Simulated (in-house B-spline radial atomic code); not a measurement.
Results of a calculation; reference values are marked as such.
# Nb in an electron gas of r_s = 2.4: phase shifts, screening, friction and resistivity

A nucleus sits in a uniform electron gas with a rigid positive background. The Kohn-Sham equations are solved self-consistently in the spin-unpolarised LDA (PW92), non-relativistic, on B-splines with outgoing waves at the boundary and partial waves to l = 8. The model has no lattice, no bands and no magnetic solution. Atomic units; δ_l are the phase shifts at the Fermi level, counted so that each bound state adds π, and good to about 0.0005.

The density parameter is r_s = 2.4 bohr, near that of the valence electrons of In (3 per atom, density 7.31 g/cm³, mass 114.82 u, which gives r_s = 2.41).

```tsv
l	δ_l (rad)
0	11.9104
1	9.2146
2	4.9598
3	0.0050
4	0.0007
5	-0.0003
6	-0.0004
7	-0.0004
8	-0.0004
```

Bound levels below the band bottom (hartree): s -14.89, p -12.05, d -6.833, s -1.559, p -0.7813 and deeper ones.

Q: Check the Friedel sum rule, and say where the screening charge sits.

A: k_F = (9π/4)^(1/3)/r_s = 0.79965. The rule is Z = (2/π) Σ (2l + 1) δ_l. The terms are s 7.582, p 17.599, d 15.788, f 0.022 and -0.010 beyond, in all 40.981 against Z = 41. Bound states hold 8 s, 18 p, 10 d electrons, so the scattering states carry 4.98 in all; where a term is smaller than its bound count, the bound level has drawn weight out of the band.

Q: Find the transport cross section and the electronic stopping of a 10 keV Nb ion (mass 92.91 u).

A: σ_tr = (4π/k_F²) Σ (l + 1) sin²(δ_l − δ_(l+1)). The terms for l = 0 to 3 are 0.1859, 1.6096, 2.8271, 0.0001, all together 4.6228, so σ_tr = 19.652 × 4.6228 = 90.848 bohr². With n = 3/(4π r_s³) = 0.01727, the friction coefficient is Q = n k_F σ_tr = 1.2546. For v well below v_F = 0.800, dE/dx = Q v; with 24801 eV per u at v = 1, v = √(10000/(24801 × 92.91)) = 0.0659, so dE/dx = 0.08265 hartree/bohr = 42.5 eV/nm. The largest term couples the d and f waves.

Q: What residual resistivity would 1 atomic per cent of such centres give in In?

A: Δρ = k_F n_i σ_tr/n in atomic units of 21.74 μΩ·cm. With one host atom per 3 electrons, n_i/n = 0.01/3, so Δρ = 0.7996 × 0.00333 × 90.848 × 21.74 = 5.26 μΩ·cm. This is an atom added to the gas, as on an interstitial site.

Q: On a substitutional site the background of one host ion, a sphere holding 3 charges, is taken out. The phase shifts for l = 0 to 4 become 11.6056, 8.9495, 4.3468, -0.0517, -0.0123. What follows?

A: The Friedel sum is now 37.99, for Z − 3 = 38. The sum in σ_tr is 4.9145, so σ_tr = 96.58 bohr² and Δρ = 5.60 μΩ·cm per atomic per cent, 1.06 times the value above. A real host ion scatters too, so this model doesn't give zero even for the host's own atom.
